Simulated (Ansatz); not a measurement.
Cost and result for the atomization energy of `N#Cc1ccc[nH]1` (11 atoms, 11 bonds).

```xyz
11

N     0.1157   -1.0309   -3.1932
C     0.1178   -0.6711   -2.0970
C     0.1080   -0.2336   -0.7585
C     1.1420    0.1783    0.0578
C     0.5797    0.5084    1.3040
C    -0.7762    0.2901    1.2151
N    -1.0519   -0.1573   -0.0323
H     2.1792    0.2282   -0.2318
H     1.1045    0.8670    2.1747
H    -1.5579    0.4207    1.9459
H    -1.9609   -0.3997   -0.3848
```

Total charge 0; spin multiplicity 1. The geometry is a stationary point of PBE0-D4/def2-TZVP. Program: Ansatz. All runs use 4 threads of a server CPU on a shared host. Times are those of one run each, without the atoms' runs, and a repeat can differ threefold. Electronic energies, without spin–orbit coupling; frozen cores. CCSD(T)/CBS adds CCSD(T) − MP2 in def2-TZVPP to the MP2 limit, and its time is that of the two runs behind it. T1 = 0.013; the RHF reference is unstable towards UHF. B3LYP takes the VWN-RPA correlation (the form of Gaussian; ORCA's B3LYP/G).

CCSD(T)/CBS is a level of theory with its own doubt, some kJ/mol a heavy atom from the limit and from the frozen cores, so smaller differences don't rank the functionals.

```csv
level,functions,wall time,atomization (kcal/mol),difference from CCSD(T)/CBS,per bond
BLYP-D4/def2-TZVPP,273,1.5 s,1291.0,24.8,2.3
revPBE-D4/def2-TZVPP,273,1.7 s,1298.0,31.8,2.9
BHLYP-D4/def2-TZVPP,273,2 s,1220.2,-46.0,-4.2
PBE0-D4/def2-TZVPP,273,2.1 s,1296.6,30.4,2.8
CAM-B3LYP-D4/def2-TZVPP,273,2.3 s,1280.5,14.3,1.3
r2SCAN-D4/def2-TZVPP (with forces),273,2.9 s,1278.9,12.7,1.2
B3LYP-D4/def2-TZVPP (with forces),273,3.7 s,1278.9,12.7,1.2
CCSD(T)/def2-SVP,118,4 s,1212.2,-54.0,-4.9
ωB97X-V/def2-TZVPP,273,4.1 s,1275.2,9.0,0.8
B97M-V/def2-TZVPP,273,4.5 s,1276.6,10.4,0.9
MP2/def2-QZVPP,519,24 s,1300.0,33.8,3.1
CCSD(T)/def2-TZVPP,273,74 s,1229.8,-36.4,-3.3
CCSD(T)/CBS(def2),–,98 s,1266.2,0.0,0.0
```

Leaving LDA and LC-ωPBE aside and taking each functional with its dispersion term where it has one, the values, not all of them listed here, spread over 118.1 kcal/mol, from BHLYP-D4 to PBE-D4. LDA lies +167.7 kcal/mol from PBE without D4, its usual overbinding. At CCSD(T), def2-SVP lies −54.1 kcal/mol from the extrapolated value and def2-TZVPP −36.4 kcal/mol: correlation converges slowly with the basis, and small sets miss more of it in the bonded molecule than in its fragments. From PBE to PBE0 (25 % exact exchange), in def2-TZVPP and without D4, the atomization energy moves by −40.7 kcal/mol: exact exchange takes away binding that semilocal exchange gives to molecules.
